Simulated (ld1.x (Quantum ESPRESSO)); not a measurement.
titanium: one change to an RRKJ potential, before and after

ld1.x (Quantum ESPRESSO) 7.5 input, shortened:

```
&input
   title='Ti', zed=22., rel=1, dft='PZ', iswitch=3,
   config='[Ar] 3d2 4s1 4p0'
 /
 &inputp
   pseudotype=2, tm=.false., rho0=0.02, lloc=2,
   nlcc=.false.
 /
3
4S  1  0   1.00   0.00  2.80  2.80  0.0
4P  2  1   0.00   0.00  2.30  2.30  0.0
3D  3  2   2.00   0.00  1.95  1.95  0.0
 &test
   configts(1)='3d2 4s1 4p0'
 /
```

All-electron outer shells of the reference configuration (LDA (PZ), scalar-relativistic, ld1.x):

```csv
shell,level (eV),outermost node (bohr),outermost maximum (bohr)
3p,-46.15,0.37,0.90
3d,-11.64,–,0.97
4s,-10.60,1.24,2.74
4p,-6.78,1.37,3.31
```

Change: wave 3d (bound): rc 1.95 bohr becomes 3d (bound): rc 1.96 bohr.

Cutoffs: the cutoffs (Ry, on a coarse ladder) from which the occupation-weighted sum of valence levels, in a spherical-Bessel basis at the reference potential, stays within 10 and 1 mRy of its value at 400 Ry; they do not see the model core or the augmentation charge, which bear on the density cutoff. Errors are all-electron minus pseudo energies relative to the spin-unpolarised reference configuration.

Q: How do hardness, ghosts and transferability respond?

A: The potential gets softer (55 Ry and 70 Ry → 50 Ry and 60 Ry); both files keep a bound ghost (p, s); of the 9 tests that both files solve, the error grows in 0 and shrinks in 1 by more than 15 % and 0.3 meV (median size 58.9 → 58.8 meV). A larger radius leaves more room for a smooth pseudo-wave, so fewer plane waves are needed.

```csv
quantity,base,changed
"cutoff, loose",55 Ry,50 Ry
"cutoff, tight",70 Ry,60 Ry
bound ghosts,"s, p","s, p"
"error for 3d2 4s2 4p0, meV [ΔE -7.54 eV]",+19,+19
"error for 3d2 4s0 4p0, meV [ΔE 13.80 eV]",+59,+59
"error for 3d1 4s0 4p0, meV [ΔE 40.99 eV]",+145,+156
"error for 3d2 4s1.5 4p0, meV [ΔE -4.52 eV]",+6.5,+6.4
"error for 3d2.5 4s1.5 4p0, meV [ΔE -7.21 eV]",+1.8,+1.0
"error for 3d1 4s2 4p1, meV [ΔE -2.72 eV]",+77,+88
"error for 3d2 4s0 4p2, meV [ΔE -1.10 eV]",+3.9,+3.9
"error for 3d2 4s1 4p0 (spin-polarised), meV [ΔE -1.24 eV]",+1979,+1971
"error for 3d2 4s2 4p0 (spin-polarised), meV [ΔE -8.21 eV]",+1593,+1584
s: phases at 3.05 bohr within 0.05 rad from the reference energy up to (Ry; the scan ends near 5),1.0,1.1
p: phases at 3.05 bohr within 0.05 rad from the reference energy up to (Ry; the scan ends near 5),2.6,2.8
d: phases at 3.05 bohr within 0.05 rad from the reference energy up to (Ry; the scan ends near 5),0.3,0.2
```

 A true bound ghost makes a file unfit for plane-wave use even where its test errors are small: the radial tests pick states by their node count and pass the ghost by.
